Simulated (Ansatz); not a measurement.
A structure relaxed at PBE0-D4/def2-TZVP, charge 0, multiplicity 1:

```
atom   x (Å)   y (Å)   z (Å)
  C1   0.760  -1.296   0.274
 Ge2  -0.023   0.459   0.325
  N3  -1.321   0.741  -0.905
  F4  -0.819   0.722   1.839
 Cl5   1.539   1.950   0.290
  H6   1.272  -1.446  -0.677
  H7  -0.026  -2.043   0.387
  H8   1.481  -1.392   1.085
  H9  -1.852   1.589  -0.750
 H10  -1.012   0.717  -1.867
```

(1) Give its formula and SMILES.

(2) Summarise the bond lengths by kind.

Results:

(1) CH5ClFGeN, `[CH3][Ge]([NH2])([F])[Cl]`.

(2) 1 × C–Ge 1.923 Å; 3 × C–H 1.089 to 1.090 Å; 1 × Ge–N 1.811 Å; 1 × F–Ge 1.731 Å; 1 × Cl–Ge 2.159 Å; 2 × H–N 1.011 Å.

Computed with Ansatz.
